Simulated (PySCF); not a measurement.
**Correlation energy of Cu (copper, neutral)**

[Ar] 3d10 4p1, 2P determinant (an excited configuration). All numbers are calculated (PySCF 2.14, the non-relativistic Hamiltonian (point nucleus), in def2-TZVPPD (6s6p4d2f1g, 67 functions)). Frozen: [Ne]; 19 electrons correlated.

MP2 pair energies summed by pair of shells (mhartree):

```json
{"pair": "3d-3d", "energy": "-453.01", "share (%)": "56.0"}
{"pair": "3p-3d", "energy": "-220.12", "share (%)": "27.2"}
{"pair": "3s-3d", "energy": "-51.21", "share (%)": "6.3"}
{"pair": "3p-3p", "energy": "-48.25", "share (%)": "6.0"}
{"pair": "3s-3p", "energy": "-23.27", "share (%)": "2.9"}
{"pair": "3d-4p", "energy": "-8.25", "share (%)": "1.0"}
{"pair": "3s-3s", "energy": "-3.80", "share (%)": "0.5"}
{"pair": "3p-4p", "energy": "-0.50", "share (%)": "0.1"}
{"pair": "3s-4p", "energy": "-0.07", "share (%)": "0.0"}
```

Total MP2 correlation energy: -808.49 mhartree.

Same-spin part -276.67 and opposite-spin part -531.82 mhartree; SCS-MP2 scales them by 1/3 and 6/5 to -730.41 mhartree.

This basis was not built for core-valence correlation, so the inner-shell part is incomplete.
